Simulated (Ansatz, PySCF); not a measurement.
This Ansatz (a quantum-chemistry and plane-wave program) input computes a B3LYP/def2-TZVPD energy:

Ansatz 0.2 input:
```yaml
crystal:
  periodic: [false, false, false]
  atoms:
    - {symbol: Mg, position_ang: [0.00000000, 0.00000000, 0.00000000]}
    - {symbol: F, position_ang: [-0.00000000, -0.00000000, -1.83561566]}
    - {symbol: F, position_ang: [0.00000000, 0.00000000, 1.83561566]}
basis:
  gaussian:
    orbitals: def2-TZVPD
hamiltonian:
  xc: {name: B3LYP}
total_charge: 1
magnetization: {spin_polarized: true, initial_magnetization: 1}
output: {forces: true}
```

Q: Write an input for the same energy in PySCF and say what it gives.

A: 
```python
from pyscf import gto, scf, dft

mol = gto.M(
    atom='''
    Mg    0.00000000    0.00000000    0.00000000
    F    -0.00000000   -0.00000000   -1.83561566
    F     0.00000000    0.00000000    1.83561566
    ''',
    basis='def2-tzvpd',
    charge=1,
    spin=1,
    symmetry='D2h',
    verbose=4,
)

mf = dft.UKS(mol, xc='b3lyp').density_fit(auxbasis='def2-universal-jkfit')
mf.grids.level = 3
mf.conv_tol = 1e-9
mf.max_cycle = 100
mf.max_memory = 1500
mf.kernel()
if not mf.converged:
    mf = mf.newton()
    mf.kernel(mf.make_rdm1())
mf.analyze()
```
It gives -399.54352 Eh, and Ansatz -399.54349 Eh, a difference of 0.03 mEh, from the treatment of integrals and grids.
